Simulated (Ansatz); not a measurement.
C$_{4}$H$_{10}$AlGaSe. Charge 0, multiplicity 1. The bonds changed during the relaxation, so this is another structure than the one it started from. Geometry: relaxed with PBE0-D4/def2-TZVP. It is one conformer, not always the lowest.

```xyz
17

C     0.550   -2.446   -1.493
C     0.426   -1.419   -0.657
Ga    1.328   -0.822    0.992
C    -0.566   -0.304   -0.743
Al    0.690    1.277   -0.950
Se   -1.238   -0.351    1.116
C    -1.615    1.489    1.622
H     1.339   -3.181   -1.383
H    -0.127   -2.583   -2.334
H     1.610    0.797    0.554
H     2.175   -1.273    2.211
H    -1.392   -0.447   -1.444
H     1.738    1.105   -2.131
H     0.176    2.729   -0.533
H    -1.916    1.454    2.668
H    -0.740    2.120    1.492
H    -2.438    1.856    1.012
```

Question: What is the dipole moment at PBE/def2-TZVPP? (Best estimate.)

Answer: Computed: 2.79 D, with components (-1.97, -0.37, 1.94) D in this frame, pointing from negative to positive charge.

Question: And with r2SCAN, B3LYP, ωB97M-V? (Estimate.)

Answer: Ansatz gave: r2SCAN 2.79 D, B3LYP 2.76 D, ωB97M-V 2.75 D.

Question: Give the Mulliken charges with PBE, r2SCAN, B3LYP in def2-TZVPP. (An estimate is asked.)

Answer: Ansatz gave: 
```tsv
atom	PBE	r2SCAN	B3LYP
C1	-0.21	-0.18	-0.20
C2	-0.05	-0.10	-0.10
Ga3	0.10	0.18	0.15
C4	-0.11	-0.12	-0.12
Al5	0.21	0.33	0.31
Se6	0.10	0.08	0.10
C7	-0.35	-0.26	-0.37
H8	0.09	0.08	0.09
H9	0.08	0.07	0.09
H10	-0.07	-0.13	-0.13
H11	0.00	0.00	0.00
H12	0.09	0.07	0.10
H13	-0.13	-0.15	-0.15
H14	-0.15	-0.18	-0.18
H15	0.14	0.10	0.14
H16	0.14	0.11	0.14
H17	0.14	0.11	0.14
```

B3LYP here is the variant with VWN-RPA as its local correlation; programs differ in this.
